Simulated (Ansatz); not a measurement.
```yaml
crystal:
  periodic: [false, false, false]
  atoms:
    - {symbol: C, position_ang: [0.403645, -0.993640, -1.285400]}
    - {symbol: C, position_ang: [-0.144296, -0.162627, -0.387235]}
    - {symbol: F, position_ang: [-1.455113, -0.067123, -0.736736]}
    - {symbol: O, position_ang: [0.291360, 1.292783, -0.341384]}
    - {symbol: Si, position_ang: [0.046038, 0.724682, 1.335075]}
    - {symbol: O, position_ang: [-1.020413, 1.234343, 2.296537]}
    - {symbol: H, position_ang: [0.506863, -0.481334, -2.386315]}
    - {symbol: H, position_ang: [1.626320, -1.096363, -1.073064]}
    - {symbol: H, position_ang: [0.113481, -1.993348, -1.435687]}
    - {symbol: H, position_ang: [1.344512, 0.388281, 2.006700]}
    - {symbol: H, position_ang: [-1.965985, 1.236249, 1.918995]}
basis:
  gaussian: {orbitals: def2-SVP}
hamiltonian: {xc: {name: PBE1PBE}}
output: {forces: true}
```

```sh
$ ansatz run in.yaml --threads 4 --pin off --events-out ev --progress --plain --max-ram 10444MiB
```

(1) How does Ansatz answer? (An estimate is asked.)

## Answers

(1) Computed: The program refused the input.
```
Error: YAML parse error: error: line 17 column 19: hamiltonian.xc: no functional is named "PBE1PBE"; the names, which are not case-sensitive, are SVWN5, SPW92, PBE, PBE0, PBEsol, revPBE, revPBE0, RPBE, rPW86-PBE, HSE06, wPBEh, LC-wPBE, HISS, HF, BLYP, B3LYP, B3LYP5, BHLYP, CAM-B3LYP, r2SCAN, r2SCANh, r2SCAN0, r2SCAN50, m-r2SCAN, B97, wB97, wB97X, wB97X-V, B97M-V, wB97M-V, B2PLYP, B2GP-PLYP, PBE0-DH, PBE-QIDH
15 | basis:
16 |   gaussian: {orbitals: def2-SVP}
17 | hamiltonian: {xc: {name: PBE1PBE}}
18 | output: {forces: true}
```

HSE06 is defined as in plane-wave codes.
